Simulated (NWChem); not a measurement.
System: SnSiH₄S, singlet; SMILES [SiH3][Sn][SH]

```xyz
7

Sn     0.5385    -0.1719    -0.7095
S     -1.0674    -1.5439     0.5100
H     -0.4518    -2.7285     0.2890
Si    -0.9144     1.9848    -0.1043
H     -2.1211     1.6976     0.7350
H     -1.3724     2.6550    -1.3670
H     -0.0634     2.9823     0.6265
```
Atoms are numbered in this order, from 1.

Level: PBE0/def2-SVP with def2 effective core potentials on Sn (NWChem), optimised geometry, unscaled harmonic frequencies. Low-valent species are run as closed-shell singlets; no triplet was tried in these runs. def2 effective core potentials on Sn; no spin-orbit coupling.

```tsv
frequency (cm⁻¹)	IR intensity (km/mol)
17	0.0
94	1.2
272	10.1
323	0.0
346	32.4
435	11.4
450	29.4
682	11.2
842	313.7
929	28.6
930	31.5
2190	97.6
2200	99.0
2217	73.6
2702	0.0
```

The zero-point energy comes out as 20.9 kcal/mol and the thermal correction to the enthalpy at 298.15 K (with zero-point energy) comes out as 25.6 kcal/mol. The heat capacity Cv is 20.0 cal/(mol K) and the entropy at 298.15 K and 1 atm (symmetry number 1) is 86.2 cal/(mol K).

Rigid rotor and harmonic oscillator; modes under 100 cm⁻¹ make the entropy uncertain.
